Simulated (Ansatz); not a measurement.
Consider the ligand exchange at a B–O bond: `BOB(F)S` + H₂S → `FB(S)S` + `BO`.

Program: Ansatz. Geometries: PBE0-D4/def2-TZVP. ΔE: electronic, gas phase. CCSD(T)/CBS adds triple-zeta CCSD(T) − MP2 to the extrapolated MP2 energy (def2 sets, frozen cores). This one scheme is used for every species. Functionals use def2-TZVPP. B3LYP here is the variant with VWN-RPA as its local correlation; programs differ in this. One conformer a species, not always the lowest.

```json
{"level": "PBE0-D4", "ΔE (kJ/mol)": "31.6"}
{"level": "B3LYP-D4", "ΔE (kJ/mol)": "40.1"}
{"level": "PBE-QIDH", "ΔE (kJ/mol)": "35.3"}
{"level": "r2SCANh", "ΔE (kJ/mol)": "35.6"}
{"level": "CAM-B3LYP", "ΔE (kJ/mol)": "44.3"}
{"level": "RPA@PBE/def2-TZVPP", "ΔE (kJ/mol)": "37.4"}
{"level": "MP2/def2-TZVPP", "ΔE (kJ/mol)": "34.4"}
{"level": "CCSD/CBS(def2)", "ΔE (kJ/mol)": "43.0"}
```

Question: What does CCSD(T)/CBS give? (Best estimate.)

Answer: Computed: +39.3 kJ/mol. The listed levels differ from it by -7.7, 0.8, -4.0, -3.7, 5.0, -1.9, -4.9, 3.7 kJ/mol.

Largest T1 diagnostic among the species: 0.014.

From r2SCAN to r2SCAN0 (25 % exact exchange), in def2-TZVPP and without D4, ΔE moves by +4.1 kJ/mol. Leaving LDA and LC-ωPBE aside and taking each functional with its dispersion term where it has one, the values, not all of them listed here, spread over 23.6 kJ/mol, from revPBE-D4 to BHLYP-D4. LDA lies +7.4 kJ/mol from PBE without D4.
